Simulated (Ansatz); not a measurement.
`BCCCCl` and `ClCCCCCl` differ in one atom or group.

Ansatz, PBE0-D4/def2-TZVP geometries, multiplicity 1. Each molecule was computed in one conformer, which needn't be the lowest.

```json
{"property": "HOMO–LUMO gap (PBE0/def2-TZVPP) / eV", "`BCCCCl`": "7.03"}
{"property": "HOMO energy (PBE0/def2-TZVPP) / eV", "`BCCCCl`": "-8.35"}
{"property": "LUMO energy (B3LYP/def2-TZVPP) / eV", "`BCCCCl`": "-1.56"}
{"property": "size of the dipole moment (ωB97M-V/def2-TZVPP) / D", "`BCCCCl`": "1.79"}
{"property": "size of the dipole moment (B3LYP/def2-TZVPP) / D", "`BCCCCl`": "1.79"}
{"property": "HOMO energy (ωB97M-V/def2-TZVPP) / eV", "`BCCCCl`": "-10.66"}
```

Q: Give the same properties after the change, and the shifts. (Estimate.)

A: The calculation gave: 
```
                                          property  `ClCCCCCl`  shift
              HOMO–LUMO gap (PBE0/def2-TZVPP) / eV        9.19   2.16
                HOMO energy (PBE0/def2-TZVPP) / eV       -8.38  -0.03
               LUMO energy (B3LYP/def2-TZVPP) / eV        0.51   2.07
size of the dipole moment (ωB97M-V/def2-TZVPP) / D        0.00  -1.79
  size of the dipole moment (B3LYP/def2-TZVPP) / D        0.00  -1.79
             HOMO energy (ωB97M-V/def2-TZVPP) / eV      -10.69  -0.03
```

B3LYP here is the variant with VWN-RPA as its local correlation; programs differ in this.
